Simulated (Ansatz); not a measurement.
Two isomers of C3H9BO2: A = `CC(C)B(O)O`, B = `CCB(O)OC`.

Isolated molecules relaxed with PBE0-D4/def2-TZVP in Ansatz; ΔE leaves out vibrations. CCSD(T)/CBS is the MP2 limit (def2-TZVPP, def2-QZVPP) plus CCSD(T) − MP2 in def2-TZVPP, frozen cores. DFT in def2-TZVPP. B3LYP here is the variant with VWN-RPA as its local correlation; programs differ in this. One conformer a species, not always the lowest.

(1) Which isomer does CCSD(T)/CBS put lower? Give the gap. (Estimate.)

(2) Give E(B) − E(A) in kJ/mol with HF/def2-TZVPP, PBE-D4, B3LYP, MP2/def2-TZVPP, CCSD(T)/def2-TZVPP, B2PLYP, r2SCAN-D4. (Estimate.)

Largest T1 diagnostic: 0.011.

Results:

(1) Ansatz gave: A, by 53.1 kJ/mol.

(2) Computed: HF/def2-TZVPP 38.0, PBE-D4 48.6, B3LYP 41.1, MP2/def2-TZVPP 57.4, CCSD(T)/def2-TZVPP 51.8, B2PLYP 46.4, r2SCAN-D4 48.9. None reverses the order clearly.

In def2-TZVPP, CCSD(T) changes the Hartree–Fock value by +13.8 kJ/mol (the triples alone add +1.3 kJ/mol) and MP2 by +19.4 kJ/mol.
